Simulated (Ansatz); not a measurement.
Relaxation of FGeH3 (5 atoms, charge 0, multiplicity 1), to a largest force component of 0.02 eV/Å in at most 40 steps.

The calculation used Ansatz, RKS PBE0-D4/def2-SVP.

```xyz
5
Properties=species:S:1:pos:R:3
Ge 0.000 0.000 0.000
H 0.000 0.000 1.550
F 1.584 0.000 -0.559
H -0.730 1.265 -0.516
H -0.730 -1.265 -0.516
```

Problem. Where does it end, and by what steps?

Solution. It converged. After 3 steps the energy has fallen by 0.084 eV; Ge1 moved furthest, 0.06 Å.

```
step  energy less start (eV)  largest force component (eV/Å)  accepted
   0                  0.0000                           2.536       yes
   1                 -0.0672                           1.021       yes
   2                 -0.0842                           0.029       yes
   3                 -0.0844                           0.006       yes
```

```xyz
5
Properties=species:S:1:pos:R:3
Ge -0.056 0.000 0.020
H 0.021 0.000 1.554
F 1.588 0.000 -0.561
H -0.715 1.274 -0.527
H -0.715 -1.274 -0.527
```

Whether the end is a true minimum wasn't checked by a vibrational analysis.

Time of the run: 7.4 s on 1 thread of Arm Neoverse V1, with other jobs on the host, peak memory 0.11 GiB.
